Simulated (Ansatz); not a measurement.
Born–Oppenheimer molecular dynamics of FH₅O₂Sn (9 atoms, charge 0, multiplicity 1). It starts at the highest image of a converged band. Of that band: Neighbouring images differ by up to 1.8 eV, so the band resolves the path poorly. A vibrational analysis at the climbing image gives one clearly imaginary mode, 1674i cm⁻¹: a first-order saddle point.

These are results of RHF/def2-SVP in Ansatz 0.2.0, not measurements.

- ensemble: NVE (velocity Verlet)
- time step: 0.5 fs
- steps asked: 200
- starting velocities drawn for: 300 K
- seed: 8258

Frames 1 fs apart, positions in Å.

Velocities at 5 fs (Å/ps):

```
Sn -0.19 0.71 0.31
H -2.53 -0.51 -7.77
O -2.93 4.48 3.99
H -7.99 -7.26 -11.22
O 3.07 -3.60 -1.22
H 11.87 -7.41 10.38
H -0.07 3.19 -3.22
F 0.25 -5.80 -2.96
H 14.44 24.00 -12.72
```

```xyz
9
Properties=species:S:1:pos:R:3 time_fs=5 energy_less_start_eV=0.089 T=204
Sn 0.146 0.176 0.027
H 0.090 -0.107 2.010
O 1.835 0.055 -0.876
H 1.929 -0.717 -1.474
O -1.071 1.491 -0.643
H -1.849 1.154 -1.030
H -0.640 -1.381 -0.104
F 1.016 1.615 1.247
H 0.653 0.871 1.985
9
Properties=species:S:1:pos:R:3 time_fs=6 energy_less_start_eV=0.087 T=207
Sn 0.146 0.177 0.028
H 0.088 -0.107 2.001
O 1.832 0.059 -0.873
H 1.921 -0.716 -1.479
O -1.068 1.488 -0.644
H -1.842 1.146 -1.022
H -0.639 -1.376 -0.109
F 1.016 1.609 1.244
H 0.668 0.897 1.968
9
Properties=species:S:1:pos:R:3 time_fs=7 energy_less_start_eV=0.011 T=289
Sn 0.146 0.177 0.028
H 0.087 -0.106 1.989
O 1.830 0.062 -0.870
H 1.912 -0.698 -1.472
O -1.065 1.485 -0.645
H -1.844 1.135 -1.018
H -0.637 -1.368 -0.115
F 1.017 1.604 1.242
H 0.686 0.931 1.944
9
Properties=species:S:1:pos:R:3 time_fs=8 energy_less_start_eV=-0.049 T=353
Sn 0.145 0.178 0.029
H 0.085 -0.107 1.971
O 1.828 0.064 -0.869
H 1.903 -0.669 -1.456
O -1.062 1.483 -0.647
H -1.853 1.123 -1.019
H -0.633 -1.358 -0.126
F 1.018 1.599 1.241
H 0.708 0.972 1.916
9
Properties=species:S:1:pos:R:3 time_fs=9 energy_less_start_eV=0.005 T=295
Sn 0.145 0.178 0.029
H 0.081 -0.110 1.947
O 1.827 0.066 -0.868
H 1.896 -0.641 -1.442
O -1.059 1.482 -0.648
H -1.862 1.112 -1.019
H -0.630 -1.348 -0.140
F 1.019 1.595 1.241
H 0.731 1.016 1.893
9
Properties=species:S:1:pos:R:3 time_fs=10 energy_less_start_eV=0.060 T=238
Sn 0.144 0.177 0.030
H 0.075 -0.117 1.916
O 1.827 0.069 -0.866
H 1.892 -0.628 -1.440
O -1.057 1.481 -0.650
H -1.866 1.107 -1.017
H -0.626 -1.338 -0.159
F 1.022 1.594 1.240
H 0.751 1.054 1.887
9
Properties=species:S:1:pos:R:3 time_fs=11 energy_less_start_eV=-0.073 T=382
Sn 0.143 0.176 0.030
H 0.067 -0.127 1.877
O 1.827 0.073 -0.863
H 1.892 -0.633 -1.455
O -1.056 1.480 -0.653
H -1.861 1.107 -1.012
H -0.624 -1.331 -0.184
F 1.026 1.594 1.238
H 0.764 1.077 1.911
9
Properties=species:S:1:pos:R:3 time_fs=12 energy_less_start_eV=-0.237 T=560
Sn 0.142 0.175 0.031
H 0.056 -0.142 1.834
O 1.827 0.078 -0.861
H 1.894 -0.648 -1.479
O -1.056 1.480 -0.655
H -1.852 1.111 -1.004
H -0.624 -1.328 -0.216
F 1.031 1.597 1.236
H 0.772 1.089 1.960
9
Properties=species:S:1:pos:R:3 time_fs=13 energy_less_start_eV=-0.250 T=576
Sn 0.141 0.174 0.032
H 0.043 -0.160 1.789
O 1.828 0.083 -0.859
H 1.898 -0.657 -1.499
O -1.057 1.480 -0.659
H -1.843 1.116 -0.998
H -0.625 -1.328 -0.253
F 1.037 1.602 1.234
H 0.780 1.099 2.017
9
Properties=species:S:1:pos:R:3 time_fs=14 energy_less_start_eV=-0.231 T=559
Sn 0.140 0.172 0.033
H 0.029 -0.180 1.746
O 1.830 0.087 -0.858
H 1.901 -0.653 -1.508
O -1.057 1.482 -0.662
H -1.842 1.121 -0.995
H -0.629 -1.332 -0.296
F 1.044 1.607 1.234
H 0.792 1.119 2.063
9
Properties=species:S:1:pos:R:3 time_fs=15 energy_less_start_eV=-0.332 T=669
Sn 0.139 0.171 0.034
H 0.013 -0.203 1.707
O 1.833 0.089 -0.858
H 1.904 -0.631 -1.503
O -1.058 1.484 -0.665
H -1.851 1.122 -0.997
H -0.633 -1.338 -0.346
F 1.051 1.613 1.235
H 0.813 1.154 2.085
9
Properties=species:S:1:pos:R:3 time_fs=16 energy_less_start_eV=-0.514 T=867
Sn 0.137 0.168 0.034
H -0.004 -0.229 1.677
O 1.836 0.092 -0.859
H 1.907 -0.600 -1.489
O -1.058 1.488 -0.668
H -1.866 1.122 -1.003
H -0.638 -1.345 -0.401
F 1.058 1.620 1.238
H 0.841 1.204 2.082
```

Of the whole run (100 fs, mean temperature of the second half 1908 K): The conserved energy stayed within 0.64 meV per atom of its start (net change -0.11 meV per atom), so the integration is sound. The kinetic energy rose, since the run started high on the potential surface and went downhill. It ends in pieces (FH + H4O2Sn), so much of that is their flight and rotation, not heat. A run of 0.1 ps of so small a system gives no equilibrium averages. The orbitals stay closed-shell, which can raise the energy where a bond breaks towards radicals; this wasn't checked here.

Time of the run: 6.3 min on 1 thread of Arm Neoverse V2, with other jobs on the host, peak memory 0.18 GiB.
